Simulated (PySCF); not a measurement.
Species: C₅H₆BNO₂.
Bonds: N1–C2 (triple), C2–C3, C3–C4, C4–O5 (double), O5–B6, B6–O7, O7–C8, C8–C9 (double), C4–C9. Hydrogens: H10, H11 on C3; H12, H13 on B6; H14 on C8; H15 on C9.

All values: PBE0/def2-SVPD (PySCF, non-relativistic), on one gas-phase PBE0-D3(BJ)/def2-SVP geometry that isn't relaxed in the solvent. The solvent is an IEF-PCM continuum (Bondi radii, 1.10 Å for H, scaled by 1.2), and excitations are vertical TDDFT with non-equilibrium linear response and a frozen core. The model holds no explicit solvent molecules, cavitation or dispersion.

Gas-phase singlets (H = HOMO, L = LUMO):

```
state  E (eV)  λ (nm)      f  leading configuration
   S1   3.592     345  0.028                H→L 97%
   S2   4.977     249  0.002              H-2→L 95%
   S3   5.440     228  0.140              H-1→L 90%
   S4   6.196     200  0.069              H-4→L 45%
   S5   6.385     194  0.008              H-3→L 42%
```

Task: How does the list change in acetone (ε = 20.49)?

Result: 
```
state  E (eV)  λ (nm)      f  leading configuration  change by rank (eV)
   S1   3.923     316  0.063                H→L 96%               +0.331
   S2   5.079     244  0.003              H-2→L 93%               +0.102
   S3   5.676     218  0.192              H-1→L 91%               +0.236
   S4   6.479     191  0.026              H-4→L 66%               +0.283
   S5   6.596     188  0.017              H-3→L 63%               +0.211
```

Task: The ground-state energy changes by -0.441 eV from gas to acetone. By how much does the total energy of gas-phase S1 change?

Result: E(S1) = E(S0) + excitation energy, so it changes by -0.441 + 0.331 = -0.110 eV: it is lowered less than the ground state, which is what a blue shift means. This is the vertical state, with the slow part of the continuum still set for S0.

Task: How do the frontier levels move from gas to acetone?

Result: 
```csv
orbital,gas (eV),solvent (eV),change (eV),"Löwdin shares, gas","Löwdin shares, solvent"
LUMO+2,0.19,0.43,+0.24,"N1 36 %, C2 31 %, C3 14 %, H11 6 %","N1 38 %, C2 34 %, C3 12 %, H11 5 %"
LUMO+1,-0.08,0.18,+0.26,"N1 26 %, C2 25 %, C3 16 %, H11 7 %","N1 35 %, C2 31 %, C3 12 %, C4 5 %"
LUMO,-2.79,-2.41,+0.38,"C8 26 %, C4 24 %, O7 15 %, O5 13 %","C8 27 %, C4 25 %, O7 15 %, O5 13 %"
HOMO,-7.53,-7.43,+0.10,"C9 17 %, B6 17 %, O5 16 %, O7 16 %","C9 23 %, O5 17 %, O7 16 %, B6 12 %"
HOMO-1,-9.10,-9.04,+0.06,"B6 22 %, C9 20 %, H12 14 %, C4 10 %","B6 25 %, C9 15 %, H12 14 %, H13 11 %"
HOMO-2,-9.57,-9.30,+0.27,"O5 26 %, O7 25 %, C8 8 %, C9 8 %","O5 26 %, O7 23 %, C8 9 %, C9 9 %"
HOMO-3,-10.12,-9.98,+0.14,"N1 40 %, C2 30 %, C3 8 %, B6 5 %","N1 44 %, C2 31 %, C3 9 %"
```

The HOMO–LUMO gap goes from 4.74 to 5.02 eV.

Conformer computed: `[N:1]#[C:2][CH2:3][C:4]1=[O+:5][BH2-:6][O:7][CH:8]=[CH:9]1`: C2–C3–C4–O5 174°.
